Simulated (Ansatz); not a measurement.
The molecule SiAs, multiplicity 4 (an upper state: multiplicity 2 came lower at CCSD(T)/def2-TZVPP on PBE0 minima). No spin–orbit coupling. As is treated without relativity.

Seven points along R, fitted to fifth degree in 1/R; most abundant isotopes. In def2 and cc sets the state is the lowest found near the PBE0 minimum, followed along R.

Correlated levels freeze the inner cores; with def2 sets outer-core shells near the valence are correlated too.

The values were computed with Ansatz (an electronic-structure program). Each number belongs to the level named beside it.

### Question
What bond length and harmonic frequency does wB97X-V/def2-TZVPP give?

### Answer
r_e = 2.438 Å, ω_e = 348 cm⁻¹.

### Question
What bond length and harmonic frequency does CCSD/def2-TZVPP give?

### Answer
r_e = 2.454 Å, ω_e = 335 cm⁻¹.

### Question
What bond length and harmonic frequency does CCSD(T)/def2-TZVPP give?

### Answer
r_e = 2.460 Å, ω_e = 330 cm⁻¹.
